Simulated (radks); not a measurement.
Problem. Radial electron density D(r) = 4 pi r^2 rho(r) of an atom or ion with 41 electrons. All-electron calculation, Dirac Kohn-Sham, PBE, spin-unpolarised, spherical densities, point nucleus. Program: a radial shooting solver on a logarithmic mesh with Libxc functionals.

| r (bohr) | D(r) (e/bohr) |
|---|---|
| 0.003791 | 9.628 |
| 0.004309 | 11.72 |
| 0.004936 | 14.35 |
| 0.00561 | 17.24 |
| 0.006428 | 20.76 |
| 0.007364 | 24.73 |
| 0.00837 | 28.86 |
| 0.009589 | 33.57 |
| 0.01099 | 38.45 |
| 0.01249 | 43.01 |
| 0.01431 | 47.56 |
| 0.01626 | 51.27 |
| 0.01863 | 54.29 |
| 0.02134 | 56.04 |
| 0.02426 | 56.40 |
| 0.02779 | 55.42 |
| 0.03158 | 53.49 |
| 0.03618 | 50.97 |
| 0.04146 | 48.80 |
| 0.04712 | 47.97 |
| 0.05398 | 49.11 |
| 0.06185 | 52.63 |
| 0.07029 | 57.68 |
| 0.08053 | 63.62 |
| 0.09153 | 68.05 |
| 0.1049 | 69.71 |
| 0.1201 | 67.18 |
| 0.1365 | 61.37 |
| 0.1564 | 53.59 |
| 0.1792 | 47.18 |
| 0.2037 | 44.72 |
| 0.2334 | 46.52 |
| 0.2652 | 50.66 |
| 0.3039 | 54.13 |
| 0.3482 | 53.20 |
| 0.3957 | 47.16 |
| 0.4533 | 36.82 |
| 0.5152 | 26.50 |
| 0.5903 | 18.18 |
| 0.6763 | 14.07 |
| 0.7686 | 13.36 |
| 0.8806 | 13.90 |
| 1.009 | 13.82 |
| 1.147 | 12.40 |
| 1.314 | 9.771 |
| 1.493 | 6.989 |
| 1.711 | 4.397 |
| 1.96 | 2.503 |
| 2.228 | 1.351 |
| 2.552 | 0.6386 |
| 2.924 | 0.2690 |
| 3.323 | 0.1044 |
| 3.807 | 0.03193 |
| 4.327 | 0.008524 |
| 4.957 | 0.001623 |

What is the nuclear charge?

Solution. Z = 44. The innermost maximum, from 1s, lies near gamma/Z bohr with gamma = sqrt(1 - (Z/c)^2) = 0.947, here 0.0215 bohr (found: 0.0235), and its height grows with Z. The density is that of the ruthenium ion Ru3+ in [Kr] 4d5; the configuration itself is not fixed sharply by these data, and Z only to a few units. D(r) has 4 maxima, at r = 0.0235, 0.104, 0.319, 0.939 bohr, and minima at 0.0471, 0.205, 0.750 bohr, inside which lie 2.05, 11.10, 29.13 electrons.
